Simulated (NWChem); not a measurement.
# Ionisation of I₂ (-1)

```
I
I 1 3.3781
```
Charge -1, spin multiplicity 2.

The numbers come from NWChem runs, not from measurements. The geometry was optimised at UB3LYP/def2-SVP with def2 effective core potentials on I, a minimum by its harmonic frequencies.

Basis set: def2-TZVPD. −ε marks an orbital energy of the parent.

Effective core potentials replace the inner electrons of I; spin-orbit coupling is left out. B3LYP has NWChem's definition, with VWN1-RPA local correlation. The structure started from a generated list of species. The unpaired electrons of the parent sit in orbitals of symmetry b1u (D2h labels of the run); other states weren't searched. The anion's geometry comes from a basis without diffuse functions. The stability of the SCF solutions was not checked. Open-shell Hartree-Fock references start from PBE0 orbitals.

Q: One of these methods gave a first vertical ionisation energy of 1.77 eV. Which?
A. −ε(alpha HOMO) of HF
B. −ε(alpha HOMO) of B3LYP
C. −ε(alpha HOMO) of BLYP
D. −ε(alpha HOMO) of PBE

A: B, −ε(alpha HOMO) of B3LYP. The others give 0.97 (−ε(alpha HOMO) of PBE), 0.77 (−ε(alpha HOMO) of BLYP), 4.62 (−ε(alpha HOMO) of HF).
